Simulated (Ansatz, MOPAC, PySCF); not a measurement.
Dimer: CH2O (SMILES C=O) (first 4 atoms) with CH6Si (SMILES C[SiH3]); geometry from B3LYP-D3(BJ)/def2-TZVP, rigid monomers moved along the line of their centres of mass till O2···Si6 is 3.78 Å.
(charge 0, multiplicity 1):
| atom | x (Å) | y (Å) | z (Å) |
|---|---|---|---|
| C | 0.1719 | 0.2339 | -0.2802 |
| O | -0.8160 | -0.0347 | 0.3457 |
| H | 1.1505 | 0.3876 | 0.2113 |
| H | 0.1531 | 0.3413 | -1.3812 |
| C | -1.3964 | -0.5643 | 4.2151 |
| Si | 0.3933 | -0.0966 | 3.9275 |
| H | -1.4700 | -1.5459 | 4.6871 |
| H | -1.9312 | -0.5945 | 3.2659 |
| H | -1.8869 | 0.1605 | 4.8676 |
| H | 1.1313 | -0.0515 | 5.2164 |
| H | 0.5142 | 1.2412 | 3.2979 |
| H | 1.0814 | -1.0805 | 3.0557 |

Monomers are frozen at their geometry in the pair; levels with a basis set take the counterpoise correction. Rows marked so take none.

Rows in 6-31G* carry no dispersion term and start afresh at each structure (6-31G* with six Cartesian d functions). The state reached by AM1, PM6 isn't checked.

The values were computed with Ansatz (Gaussian orbitals); MOPAC for AM1, PM6 (differences of heats of formation); PySCF for 6-31G* rows, the dispersion terms. Each number belongs to the level named beside it.

**Question.** One of these levels gives -83.1 meV for the interaction energy. Which?
A) r2SCAN-D3(BJ)/def2-TZVPPD
B) BP86/6-31G* (no counterpoise)
C) AM1
D) PM6

**Answer.** A, r2SCAN-D3(BJ)/def2-TZVPPD. The others give 3.3 (AM1), -39.0 (PM6), -56.7 (BP86/6-31G* (no counterpoise))

Ansatz is a first-principles code.
